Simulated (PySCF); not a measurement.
[Ta(OH)4]+ at several levels of theory

Computed with PySCF 2.14.0 (density fitting, no spin-orbit coupling) at the geometry relaxed with PBE:

```xyz
9
[Ta(OH)4]+ (singlet; a saddle point, relaxed within its symmetry)
Ta    0.0000    0.0000   -0.2344
O     1.8253   -0.1789    0.2514
H     2.5058    0.3365    0.7274
O     0.1789    1.8253    0.2514
H    -0.3365    2.5058    0.7274
O    -1.8253    0.1789    0.2514
H    -2.5058   -0.3365    0.7274
O    -0.1789   -1.8253    0.2514
H     0.3365   -2.5058    0.7274
```

```json
{"level": "PBE", "basis": "Ta def2-SVP with ECP60, O def2-SVP, H def2-SVP", "state": "singlet", "HOMO (eV)": "-12.23", "gap (eV)": "2.24", "charge on Ta1 (e)": "1.21", "dipole about the centre of mass (D)": "0.60", "largest force component (eV/Å)": "0.00"}
{"level": "r2SCAN", "basis": "the same", "state": "singlet", "HOMO (eV)": "-12.64", "gap (eV)": "2.80", "charge on Ta1 (e)": "1.43", "dipole about the centre of mass (D)": "0.43", "largest force component (eV/Å)": "0.44"}
{"level": "PBE", "basis": "Ta def2-TZVP with ECP60, O def2-TZVP, H def2-TZVP", "state": "singlet", "HOMO (eV)": "-12.34", "gap (eV)": "2.27", "charge on Ta1 (e)": "1.52", "dipole about the centre of mass (D)": "0.40", "largest force component (eV/Å)": "0.61"}
{"level": "PBE", "basis": "Ta x2c-SVPall, O x2c-SVPall, H x2c-SVPall", "state": "singlet", "HOMO (eV)": "-12.38", "gap (eV)": "2.13", "charge on Ta1 (e)": "1.01", "dipole about the centre of mass (D)": "0.68", "largest force component (eV/Å)": "1.06"}
```

Charges are Mulliken's, which hang on the basis. The relaxation used the grid (50, 194), these runs (75, 302) or, all-electron (x2c bases, spin-free X2C Hamiltonian), (99, 590).

Q: A further run in the first row's basis gives HOMO (eV) -16.46, gap (eV) 9.25, charge on Ta1 (e) 1.49, dipole about the centre of mass (D) 0.21, largest force component (eV/Å) 1.03. Which level was it?
A. wB97X
B. PBE0
C. HF

A: A. The others give HOMO -18.10 eV (HF); -13.99 eV (PBE0).

In the first row's basis the gap widens with exact exchange: 2.2 to 2.8 eV for PBE, r2SCAN (none); 4.7 eV for PBE0 (a fixed share); 9.3 to 11.6 eV for wB97X, Hartree–Fock (rising or full at long range).
